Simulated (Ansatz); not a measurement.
Computed with Ansatz on PBE0-D4/def2-TZVP structures; ΔE is electronic, products minus reactants. CCSD(T)/CBS adds triple-zeta CCSD(T) − MP2 to the extrapolated MP2 energy (def2 sets, frozen cores). def2 core potentials past Kr. For Sn outer-core shells are correlated without core-valence functions, which leaves a few kJ/mol of doubt a bond. One conformer a species, not always the lowest.

`CCBS[SiH3]` + `C[S][Sn][OH]` → `C[O][Sn][S]C` + `CBS[SiH3]`  (substitution at a C–C bond)

```tsv
species	CCSD(T)/def2-TZVPP energy (Eh)
`CCBS[SiH3]`	-793.09588
`C[S][Sn][OH]`	-727.02244
`C[O][Sn][S]C`	-766.23779
`CBS[SiH3]`	-753.85959
```

(1) Work out ΔE.

Largest T1 diagnostic among the species: 0.016.

## Answers

(1) ΔE = (-766.23779) + (-753.85959) − (-793.09588) − (-727.02244) = 0.02094 Eh = +55.0 kJ/mol. CCSD(T)/CBS gives +55.9 kJ/mol.

At CCSD(T), def2-SVP lies −9.0 kJ/mol from the extrapolated value and def2-TZVPP −1.0 kJ/mol. From BLYP to BHLYP (50 % exact exchange), in def2-TZVPP and without D4, ΔE moves by +3.4 kJ/mol. In def2-TZVPP, CCSD(T) changes the Hartree–Fock value by +5.9 kJ/mol (the triples alone add −0.4 kJ/mol) and MP2 by +9.9 kJ/mol.
